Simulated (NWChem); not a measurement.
# SnI₃ cation; SMILES [I][Sn+]([I])[I]

```xyz
4

Sn     0.0000     0.0000     0.0000
I      2.3883    -1.0446     0.0000
I     -2.0988    -1.5460     0.0000
I     -0.2895     2.5906     0.0000
```
Atoms are numbered in this order, from 1.

Program: NWChem. Medium grid unless said otherwise, to which SCAN and Minnesota functionals are sensitive. Coordinates come from a PBE0/def2-SVP optimisation. def2 effective core potentials on Sn, I; no spin-orbit coupling.

Q: Estimate the computed values for r2SCAN/def2-SVP. Quantities: highest occupied level (eV); orbital gap (eV).

A: 
```
Quantity                      Value
---------------------------  ------
highest occupied level (eV)  -11.69
orbital gap (eV)               2.35
```
